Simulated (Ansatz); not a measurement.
## GeH2Cl (SMILES [Cl][GeH2]): methods side by side

The species is GeH2Cl (4 atoms), meant as a doublet with charge 0. As SMILES, `[Cl][GeH2]`. Geometry: relaxed at PBE0-D4/def2-TZVP.

Quantity: the vertical ionisation energy (to the singlet cation), in eV. The values are calculated.

| level | kind | program | value (eV) | less FCI/STO-3G | CPU time (all runs) |
| --- | --- | --- | --- | --- | --- |
| USVWN5/STO-3G | LDA | Ansatz | 7.12 | +0.71 | 2.4 s |
| U-revPBE/STO-3G | GGA | Ansatz | 7.20 | +0.79 | 3.6 s |
| U-r2SCAN/STO-3G | meta-GGA | Ansatz | 7.41 | +1.00 | 11 s |
| U-wB97X/STO-3G | range-separated hybrid | Ansatz | 7.54 | +1.13 | 20 s |
| UHSE06/STO-3G | range-separated hybrid | Ansatz | 7.40 | +0.99 | 4.8 s |
| UMP2/STO-3G | perturbation theory | Ansatz | 6.63 | +0.22 | 0.53 s |
| UBCCD(T)/STO-3G | coupled cluster or CI | Ansatz | 6.44 | +0.03 | 0.97 s |
| UCCSD/STO-3G | coupled cluster or CI | Ansatz | 6.49 | +0.08 | 0.79 s |
| FCI/STO-3G | exact in the basis | Ansatz | 6.41 | 0.00 | 9.8 s |

FCI/STO-3G is exact within its basis and frozen core, so for wave-function methods in that basis the difference is their error; functionals converge differently with the basis, so for them it is only a difference. All-electron rows without a relativistic Hamiltonian named are non-relativistic. The values span 6.41 to 7.54 eV. All rows use very small basis sets, so none should be taken for the real molecule's value. In the correlated wave-function rows the outer d shell of Ge is correlated, in sets not made for it. In so small a basis fixed costs decide the times, and correlated methods can beat functionals. Times are those of the runs behind each value, whatever else they computed, on shared processors of several kinds: orders of magnitude only.
